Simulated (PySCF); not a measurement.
Ionisation energy of Bi⁵⁵⁺ by level of theory

Bi⁵⁵⁺ [Ar] 3d10 → Bi⁵⁶⁺ [Ar] 3d9 [3d3/2^4 3d5/2^5, M_J = 5/2], as a difference of total energies. Computed with PySCF 2.14 in an even-tempered Gaussian basis (15 s from 16 bohr⁻², ratio 2.8; 13 p from 21 bohr⁻², ratio 2.8; 8 d from 21 bohr⁻², ratio 2.8; 3 f from 77 bohr⁻², ratio 3), with the two-component X2C-1e Hamiltonian. Correlated levels: [Ne] frozen; the 72 highest virtual spinors dropped. "Screened" scales the spin-orbit matrix elements by Boettger's factors to mimic the two-electron term; Breit and QED terms are absent.

```json
{"method": "GHF (spin-free)", "ionisation energy (eV)": "5648.7"}
{"method": "GMP2 (spin-free)", "ionisation energy (eV)": "5650.1"}
{"method": "GHF (screened spin-orbit)", "ionisation energy (eV)": "5600.8"}
{"method": "GMP2 (screened spin-orbit)", "ionisation energy (eV)": "5602.2"}
```

Breit and QED terms and the two-electron picture change are absent.

The spin-free rows lack the spin-orbit shift.

For comparison: 5599 ± 5 eV (theoretical estimate listed by NIST; NIST Atomic Spectra Database, ionization energies).
